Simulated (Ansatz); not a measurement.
# GaHCl (SMILES [Cl][GaH]): the energy, rung by rung

The species is GaHCl (3 atoms), meant as a doublet with charge 0. As SMILES, `[Cl][GaH]`. The shape is that of a PBE0-D4/def2-TZVP optimisation.

```xyz
3

Cl    1.5307   -0.1913    0.8057
Ga   -0.3311   -0.5835   -0.2328
H    -1.2105    0.7100   -0.5863
```

Quantity: the energy change with the Ga2–H3 bond stretched from 1.604 to 4.009 Å, in eV. The values are calculated.

```json
{"level": "UHF/STO-3G", "kind": "Hartree–Fock", "program": "Ansatz", "value (eV)": "2.48"}
{"level": "U-revPBE/STO-3G", "kind": "GGA", "program": "Ansatz", "value (eV)": "3.64"}
{"level": "UPBE/STO-3G", "kind": "GGA", "program": "Ansatz", "value (eV)": "3.70"}
{"level": "UPBE0/STO-3G", "kind": "global hybrid", "program": "Ansatz", "value (eV)": "3.62"}
{"level": "UCAM-B3LYP/STO-3G", "kind": "range-separated hybrid", "program": "Ansatz", "value (eV)": "3.78"}
{"level": "UMP2/STO-3G", "kind": "perturbation theory", "program": "Ansatz", "value (eV)": "2.60"}
{"level": "UCCSD/STO-3G", "kind": "coupled cluster or CI", "program": "Ansatz", "value (eV)": "2.83"}
```

All-electron rows without a relativistic Hamiltonian named are non-relativistic. The first shape isn't each level's own minimum. The values span 2.48 to 3.78 eV. Spin contamination of the reference (⟨S²⟩ at least 0.1 too high) touches UHF/STO-3G, U-revPBE/STO-3G, UPBE/STO-3G, UPBE0/STO-3G, UCAM-B3LYP/STO-3G, UMP2/STO-3G, UCCSD/STO-3G. All rows use very small basis sets, so none should be taken for the real molecule's value. In the correlated wave-function rows the outer d shell of Ga is correlated, in sets not made for it.
